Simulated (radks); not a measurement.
These are the eigenvalues of the occupied orbitals of an atom or ion with whole-number occupations (eV). Method: Dirac Kohn-Sham, PBE, spin-unpolarised, spherical densities, finite nucleus; Fermi nuclear charge, rms radius of each element as measured or else 0.836 A^(1/3) + 0.57 fm; computed with a radial shooting solver on a logarithmic mesh with Libxc functionals.

| orbital | eigenvalue |
|---|---|
| 1s1/2 | -586.7725 |
| 2s1/2 | -79.4823 |
| 2p1/2 | -64.9902 |

Which element is it, and in what charge state? The configuration may be excited. Open shells, if any, fill j = l - 1/2 first.

Answer. Z = 8, oxygen, charge +3: O3+ in [He] 2s2 2p1. The list shows which subshells hold electrons but not how many an open one holds; the 1s level, -21.563 hartree, gives Z - s = 6.6 by -(Z - s)^2/2, which with screening and relativity narrows Z to a few neighbours, and the depths of the outer levels then fix element, charge and occupations together.
